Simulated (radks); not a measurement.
Q: Neutral ruthenium: order these configurations by energy. Calculated with a radial shooting solver on a logarithmic mesh with Libxc functionals: scalar-relativistic Kohn-Sham, LDA (Slater exchange, Perdew-Wang correlation), spin-polarised, spherical densities, finite nucleus; Fermi nuclear charge, rms radius of each element as measured or else 0.836 A^(1/3) + 0.57 fm. Open shells are filled with parallel spins first. [Kr] 4d6 5s1 5p1; [Kr] 4d6 5s2; [Kr] 4d7 5p1; [Kr] 4d7 5s1; [Kr] 4d8.

A: From the lowest, in eV above it: [Kr] 4d7 5s1 0.000; [Kr] 4d8 0.948; [Kr] 4d6 5s2 0.956; [Kr] 4d6 5s1 5p1 3.751; [Kr] 4d7 5p1 3.761.
